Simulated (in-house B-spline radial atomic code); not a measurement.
Lu²⁺. Computed with a B-spline radial atomic code. Model: non-relativistic spherical atom: semilocal Troullier-Martins pseudo-atom, one channel per l, against all electrons, high spin, G0W0 and RPA with empty states to l = 8, local potential for every l without a channel, a model core (radius 0 = none) keeps its share of the functional.

Without relativity these are model numbers for so heavy an element.

What the tables leave out is listed at the end.

The pseudopotential gives back the lowest level of each angular momentum of its own functional in the configuration it was made in; a second state of the same l is only approximately right. Exact exchange, RPA and GW see the smooth pseudo-orbitals and miss the exchange with the core, for which the functional's share stands in. The column with an uncorrelated core keeps all orbitals and exact exchange, and so separates missing core correlation from pseudisation. Only the three outermost levels and the lowest empty one were computed. RPA here is direct RPA, with no exchange kernel, and its energies carry an (l + 1/2)⁻⁴ tail. A hybrid on a potential with a model core restores only its own semilocal share of the core's exchange.

Command:
```bash
python run_psgw.py task.json out
```
Settings (lengths in bohr, energies in hartree):
```
Z                      71
electrons              69
configuration          [Xe] 4f14 6s1
generated_in           [Xe] 4f14 5d1 6s2
functional             pbe,pbe
core_shells            9
radius_factor          1.15
core_correction        False
ion_configuration      [Xe] 4f14
```

Time taken, with all properties: 87 s on 1 thread of Arm Neoverse N1 (shared host).

Given: made with PBE; model core radius 0 bohr; local radius 1.411 bohr; mean-field start PBE0.

Valence shells of the generating configuration: 5s, 5p, 4f, 6s, 5d.

Channel: s 1.297, p 1.428, d 2.056, f 1.81 (radii in bohr).

Computed: largest level miss in the spin-unpolarised generating configuration 0.038 eV; valence RPA correlation energy pseudo -2.4349 hartree; all-electron RPA polarisability, core included 26.066 bohr³; pseudo-atom RPA polarisability 25.559 bohr³; ionisation by mean-field pseudo minus all 0.146 eV; ionisation by RPA all-electron 20.126 eV; ionisation by RPA pseudo minus all 0.312 eV.

```json
{"level": "6s up", "occupied": "1", "mean-field all-electron (eV)": "-17.402", "mean-field pseudo minus all (eV)": "-0.123", "G0W0 all-electron (eV)": "-20.135", "G0W0 uncorrelated core minus all (eV)": "0.004", "G0W0 pseudo minus all (eV)": "-0.161", "exchange self-energy all-electron (eV)": "-9.8042", "exchange self-energy pseudo (eV)": "-9.3885"}
{"level": "4f down", "occupied": "1", "mean-field all-electron (eV)": "-36.26", "mean-field pseudo minus all (eV)": "2.265", "G0W0 all-electron (eV)": "-42.28", "G0W0 uncorrelated core minus all (eV)": "-0.191", "G0W0 pseudo minus all (eV)": "6.811", "exchange self-energy all-electron (eV)": "-80.663", "exchange self-energy pseudo (eV)": "-41.355"}
{"level": "5d up (empty)", "occupied": "0", "mean-field all-electron (eV)": "-16.678", "mean-field pseudo minus all (eV)": "-0.404", "G0W0 all-electron (eV)": "-13.617", "G0W0 uncorrelated core minus all (eV)": "-0.028", "G0W0 pseudo minus all (eV)": "-0.38", "exchange self-energy all-electron (eV)": "-8.8633", "exchange self-energy pseudo (eV)": "-8.9059"}
```

(1) What is the valence RPA correlation energy all-electron orbitals?

(2) What is the ionisation by mean-field all-electron?

Given: mean-field start Hartree-Fock.

Computed: valence RPA correlation energy all-electron orbitals -1.529 hartree; valence RPA correlation energy pseudo -2.2588 hartree; all-electron RPA polarisability, core included 20.479 bohr³; pseudo-atom RPA polarisability 20.107 bohr³; ionisation by mean-field pseudo minus all 0.195 eV; ionisation by RPA all-electron 19.692 eV.

```
        level  occupied  mean-field all-electron (eV)  mean-field pseudo minus all (eV)  G0W0 all-electron (eV)  G0W0 uncorrelated core minus all (eV)  G0W0 pseudo minus all (eV)  exchange self-energy all-electron (eV)  exchange self-energy pseudo (eV)
        6s up         1                       -18.748                            -0.193                 -19.834                                  0.005                      -0.277                                  -9.231                            -8.883
      4f down         ?                             ?                                 ?                       ?                                      ?                           ?                                       ?                                 ?
        4f up         1                       -46.555                             9.499                 -42.871                                 -0.262                       5.254                                 -81.668                           -41.043
5d up (empty)         0                       -12.021                            -1.331                  -13.51                                  -0.02                      -0.649                                 -7.2024                           -8.5309
```

(3) What belongs in the row 4f down?

(4) What is the ionisation by mean-field all-electron?

(5) What is the ionisation by RPA pseudo minus all?

Answers

(1) -1.7421 hartree.

(2) 19.621 eV.

(3) occupied: 1; mean-field all-electron (eV): -46.53; mean-field pseudo minus all (eV): 9.553; G0W0 all-electron (eV): -42.845; G0W0 uncorrelated core minus all (eV): -0.261; G0W0 pseudo minus all (eV): 5.29; exchange self-energy all-electron (eV): -81.66; exchange self-energy pseudo (eV): -40.967.

(4) 18.714 eV.

(5) 0.266 eV.

Among the listed levels the largest G0W0 shift of the pseudo-atom is +6.81 eV, for 4f down on the PBE0 start, while leaving the core uncorrelated moves that level by -0.19 eV. So pseudisation and the lost core exchange, not the missing core correlation, make the error. Not in the tables (levels of low weight, unsolved or above zero; the highest and the empty levels are kept at any weight): the PBE start was refused, since an empty level lay at or below an occupied one; on PBE0 the G0W0 levels 4f up (pseudo minus all +7.02 eV, weights 0.44 and 0.82).
